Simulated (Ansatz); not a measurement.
**C5H4F4: where a starting geometry ends**

The starting geometry of this gas-phase singlet was optimised with GFN2-xTB; its bonds are those of `C=C=C[C@H](F)C(F)(F)F`.

```xyz
13

C    -3.1517    0.0552    1.5939
C    -1.9520   -0.0828    1.1393
C    -0.7486   -0.2310    0.6742
C     0.1618   -1.3444    1.1071
C     0.2741   -2.3952   -0.0112
F     1.4252   -0.8735    1.3642
F     1.0964   -3.3978    0.3094
F    -0.9286   -2.9411   -0.2513
F     0.7062   -1.8792   -1.1631
H    -3.3646    0.6643    2.4571
H    -3.9908   -0.4263    1.1194
H    -0.3364    0.4359   -0.0693
H    -0.1942   -1.8502    2.0132
```

Predict what becomes of its bonds when it is optimised with PBE-D3(BJ)/def2-SVP.

It keeps its bonds, and is `C=C=C[C@H](F)C(F)(F)F`.

The energy falls by 0.12 eV over 19 steps:

```tsv
step	E − E(last) (eV)
1	0.117
3	0.026
5	0.010
7	0.006
9	0.003
11	0.001
13	0.000
15	0.000
17	0.000
19	0.000
```

Final geometry (Å):

```xyz
13

C    -3.1724    0.1781    1.7080
C    -2.0090   -0.0648    1.1475
C    -0.8434   -0.3248    0.5869
C     0.0733   -1.4149    1.0659
C     0.4037   -2.4181   -0.0517
F     1.2791   -0.8778    1.4974
F     1.2694   -3.3552    0.3807
F    -0.7243   -3.0403   -0.4588
F     0.9544   -1.8030   -1.1205
H    -3.2673    0.8886    2.5468
H    -4.0922   -0.3180    1.3537
H    -0.4834    0.2715   -0.2705
H    -0.3910   -1.9874    1.8974
```

The end wasn't checked by frequencies. Run with Ansatz 0.2.0, 23 s on 4 threads of Arm Neoverse V2, on a shared host.
